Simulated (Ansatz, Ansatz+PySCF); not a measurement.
```json
{"atom": "N", "x (Å)": "0.0000", "y (Å)": "0.0000", "z (Å)": "-0.2879"}
{"atom": "H", "x (Å)": "0.0000", "y (Å)": "0.0000", "z (Å)": "2.0151"}
{"atom": "H", "x (Å)": "30.0000", "y (Å)": "0.0000", "z (Å)": "-0.5707"}
{"atom": "H", "x (Å)": "30.0000", "y (Å)": "0.0000", "z (Å)": "0.5707"}
```

Basis set: 6-31G (spherical functions). Frozen core: 1 orbital. Charge 0, multiplicity 3.

Computed with Ansatz (development build ahead of 0.2.0); each method stands on the lowest determinant of its kind that the runs found.

Problem. Give the atomization energy at this shape (free ground-state atoms in the same class of orbitals less the molecule, no zero-point energy) of triplet NH3 by UHF-CCSD(T), UHF-MP2, UHF.

Solution.

| method | atomization energy |
| --- | --- |
| UHF-CCSD(T) | 3.05 eV |
| UHF-MP2 | 2.57 eV |
| UHF | 1.93 eV |

Caution: the unrestricted determinant is a mixture of spin states. Caution for UHF-CCSD(T), UHF-MP2: bonds are stretched, where a single reference can fail.

This basis has no polarisation functions and is too small for such energies, which can lie far from measured ones in either direction.
